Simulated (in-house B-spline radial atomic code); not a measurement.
Rb⁷⁺. Computed with a B-spline radial atomic code. Model: all-electron spherical atom, spin shells full or empty, radial basis limit, no spin-orbit coupling, Breit or QED, empty-state partial waves extrapolated as (l+1/2)^-4, RPA, G0W0 and static COHSEX of the highest shell as one setting changes (uncorrelated shells keep exact exchange).

Given: element Rb; charge 7; filled core Ar; hamiltonian one-electron scalar X2C; mean-field start PBE0; highest l of empty states 9; nuclear rms radius 4.2036 fm; highest mean-field shell 4s.

Shell: 3d 5 5, 4s 1 1 (electrons up and down).

```
lowest nl shells left uncorrelated  RPA correlation energy (hartree)  G0W0 level (eV)  G0W0 minus most complete (meV)  COHSEX level (eV)  removal by RPA minus most complete (meV)
                                 0                           -2.2828          -133.42                               0            -135.83                                         0
                                 1                           -2.1264          -133.42                             0.8            -135.82                                      -0.3
                                 2                           -1.9453          -133.43                           -12.2            -135.85                                      14.5
                                 3                                 ?                ?                               ?                  ?                                         ?
                                 4                           -1.2632          -133.55                          -127.5            -136.06                                     123.1
                                 5                                 ?                ?                               ?                  ?                                         ?
                                 6                         -0.087677          -132.63                           784.9            -134.75                                    -958.8
```

**Question.** What follows for lowest nl shells left uncorrelated = 3?

**Answer.** RPA correlation energy -1.4371 hartree; G0W0 level -133.41 eV; G0W0 minus most complete 11.5 meV; COHSEX level -135.8 eV; removal by RPA minus most complete 0.2 meV.

**Question.** What follows for lowest nl shells left uncorrelated = 5?

**Answer.** RPA correlation energy -0.75349 hartree; G0W0 level -133.46 eV; G0W0 minus most complete -40 meV; COHSEX level -135.93 eV; removal by RPA minus most complete -7.7 meV.
